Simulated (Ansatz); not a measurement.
A set of 12 reactions (ligand exchange), with CCSD(T)/CBS values in kJ/mol:

| reaction | ΔE |
| --- | --- |
| `O[Si@H](F)[Si@H](O)F` + CH₃SH → `CS[SiH](O)F` + `O[SiH2]F` | -98.6 |
| `[CH3][Al]([OH])[F]` + H–F → `[CH3][Al]([F])[F]` + H₂O | -47.4 |
| `F[SiH2]C[SiH3]` + `[OH][Al]([SH])[SH]` → `[SiH3][O][Al]([SH])[SH]` + `C[SiH2]F` | -108.1 |
| `C[CH](C)[AlH][Cl]` + `CC(C)N` → `CC(C)[NH][AlH][Cl]` + `CCC` | -117.7 |
| `[SiH3][GeH]1[CH2][S]1` + `[AlH2][SeH]` → `[AlH2][Se][SiH3]` + `[CH2]1[S][GeH2]1` | -35.4 |
| `O[Si](O)(O)F` + H₂Se → `O[Si](O)(F)[SeH]` + H₂O | 54.9 |
| `C=C=C[SiH2][SiH3]` + `CSS` → `CSS[SiH2][SiH3]` + `C=C=C` | -50.3 |
| `[NH2][SnH]([OH])[SiH2]F` + `CN[SiH3]` → `CN([SiH3])[SiH2]F` + `[NH2][SnH2][OH]` | -61.7 |
| `BOC=N` + `OBF` → `BOBF` + `N=CO` | -2.0 |
| `O[SiH2][NH][AlH2]` + `[SiH3][SiH2]S` → `O[SiH2]S[SiH2][SiH3]` + `[NH2][AlH2]` | -3.4 |
| `C[SiH](O)[O][GeH2][OH]` + `O[SiH](O)O` → `[OH][GeH2][O][SiH](O)O` + `C[SiH](O)O` | -2.5 |
| `C[CH](C)[Sn][OH]` + HCl → `[OH][Sn][Cl]` + `CCC` | -177.8 |

Program: Ansatz. Geometries: PBE0-D4/def2-TZVP. ΔE: electronic, gas phase. CCSD(T)/CBS is the MP2 limit (def2-TZVPP, def2-QZVPP) plus CCSD(T) − MP2 in def2-TZVPP, frozen cores. This one scheme is used for every species. DFT in def2-TZVPP. B3LYP here is the variant with VWN-RPA as its local correlation; programs differ in this. Elements past krypton have def2 core potentials. For Ge, Se, Sn outer-core shells are correlated without core-valence functions, which leaves a few kJ/mol of doubt a bond. Scalar relativity is left out up to krypton. Each species was taken in one conformer, which may not be the lowest.

Question: Give the mean, mean absolute and largest difference (level minus CCSD(T)/CBS, kJ/mol) for: PBE-D4, r2SCAN-D4, PBE0-D4, B3LYP-D4, ωB97X-V, B2PLYP, PBE, PBE0, B3LYP, SCS-MP2/def2-TZVPP, CCSD(T)/def2-TZVPP, HF/def2-QZVPP, MP2/def2-QZVPP, HF/CBS(def2). (Best estimate.)

Answer: Computed: 
| level | mean | mean absolute | largest |
| --- | --- | --- | --- |
| PBE-D4 | 3.6 | 7.5 | 18.1 |
| r2SCAN-D4 | 0.0 | 3.1 | -10.7 |
| PBE0-D4 | 1.8 | 4.9 | 11.2 |
| B3LYP-D4 | 0.8 | 3.4 | -7.8 |
| ωB97X-V | 0.8 | 2.2 | -6.9 |
| B2PLYP | 0.2 | 4.3 | -11.7 |
| PBE | 3.9 | 7.9 | 21.6 |
| PBE0 | 2.1 | 5.4 | 14.0 |
| B3LYP | 1.3 | 7.5 | -20.8 |
| SCS-MP2/def2-TZVPP | -0.5 | 4.0 | 8.1 |
| CCSD(T)/def2-TZVPP | 2.1 | 3.4 | 8.6 |
| HF/def2-QZVPP | -4.4 | 13.9 | -35.3 |
| MP2/def2-QZVPP | -2.2 | 2.6 | -9.9 |
| HF/CBS(def2) | -4.5 | 14.0 | -35.6 |

The largest T1 diagnostic in the set is 0.017, for `[OH][Sn][Cl]` (customary mark 0.02).

CCSD(T)/CBS is a level of theory with its own doubt, and the functionals carry their triple-zeta basis error, so these figures describe this set and don't rank the functionals.
